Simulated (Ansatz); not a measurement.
`C#[C][Ge]([CH3])([F])[F]` + HCl → `C#[C][Ge]([F])([F])[Cl]` + CH₄ at 700 K and 1 bar (ligand exchange at a Ge–C bond).

Gas-phase electronic energies from Ansatz, PBE0-D4/def2-TZVP geometries. CCSD(T)/CBS adds triple-zeta CCSD(T) − MP2 to the extrapolated MP2 energy (def2 sets, frozen cores). This one scheme is used for every species. For Ge outer-core shells are correlated without core-valence functions, which leaves a few kJ/mol of doubt a bond. Scalar relativity is left out up to krypton.

| species | CCSD(T)/CBS energy (Eh) | H − E (kJ/mol) | S (J/(mol·K)) |
| --- | --- | --- | --- |
| `C#[C][Ge]([CH3])([F])[F]` | -2392.29725 | 244.1 | 502.0 |
| HCl | -460.38127 | 38.4 | 211.8 |
| `C#[C][Ge]([F])([F])[Cl]` | -2812.23968 | 139.3 | 471.5 |
| CH₄ | -40.46206 | 145.9 | 224.0 |

H − E and S are ideal-gas, rigid-rotor, harmonic terms from PBE0-D4/def2-TZVP. 1 Eh = 2625.50 kJ/mol, R = 8.31446 J/(mol·K).

Q: By hand: ΔE, ΔH, ΔS and ΔG.

A: ΔE = (-2812.23968) + (-40.46206) − (-2392.29725) − (-460.38127) = -0.02322 Eh = -61.0 kJ/mol. Δ(H − E) = 139.3 + 145.9 − 244.1 − 38.4 = 2.7, so ΔH = -58.3 kJ/mol. ΔS = 471.5 + 224.0 − 502.0 − 211.8 = -18.3 J/(mol·K). ΔG = -58.3 − 700 × (-18.3)/1000 = -45.5 kJ/mol.

Q: By hand: the equilibrium constant, and the temperature at which ΔG would vanish if ΔH and ΔS stayed fixed.

A: log₁₀ K = −ΔG/(RT ln 10) = 3.4. ΔG = 0 at ΔH/ΔS = 3186 K, far beyond where these terms or the molecules hold.

ΔH outweighs TΔS. A doubt of 5 kJ/mol in ΔE shifts log₁₀ K by 0.4 here. These are equilibria of isolated gas molecules and say nothing of rates. Largest T1 diagnostic: 0.012 (customary marks: 0.02 for closed shells, 0.045 for open ones).
